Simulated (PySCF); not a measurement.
Species: C4H8BFO2.
SMILES: `CC[C@@H]1OBO[C@H]1F`

A PySCF run (density fitting, gas phase, GFN2-xTB geometry) gave HOMO -8.89 eV, LUMO 0.39 eV, dipole 2.56 D and E = -432.134 Eh.

Question: Which of these levels was it?
A. BP86/6-311G**
B. B97-D/pcSseg-1
C. PBE0/ANO-RCC-VDZP
D. KT3/def2-SVPD

Answer: C. It is PBE0/ANO-RCC-VDZP. All candidates on this geometry:

```csv
level and settings,kind,basis functions,SCF cycles,E (Eh),HOMO (eV),LUMO (eV),dipole (D)
"BP86/6-311G**, grid level 4",GGA,192,16,-432.5788,-7.35,-0.39,2.27
KT3/def2-SVPD,GGA,233,15,-438.3143,-7.58,-0.61,2.38
"B97-D/pcSseg-1, energy threshold 1e-08 Eh",GGA,176,11,-432.1480,-7.39,-0.30,2.38
"PBE0/ANO-RCC-VDZP, damping 0.1 at the start, DIIS from the seventh cycle",global hybrid,152,17,-432.1343,-8.89,0.39,2.56
```

The nearest other candidate, by the summed differences of HOMO and LUMO, is B97-D/pcSseg-1: its HOMO differs by +1.50 eV and its LUMO by -0.69 eV. B97-D ran without the empirical dispersion term, which would shift the total energy alone. Cycle counts include a coarse-grid stage where the run had one. All basis functions are spherical, in the Pople sets too. KT3 was designed for NMR shieldings or shifts; total energies of different functionals aren't comparable. ANO-RCC sets were contracted for a scalar-relativistic Hamiltonian, but ran non-relativistically here.

Shape of the structure used: `[CH3:1][CH2:2][C@@H:3]1[O:4][BH:5][O:6][C@H:7]1[F:8]`: C1–C2–C3–O4 -63°.
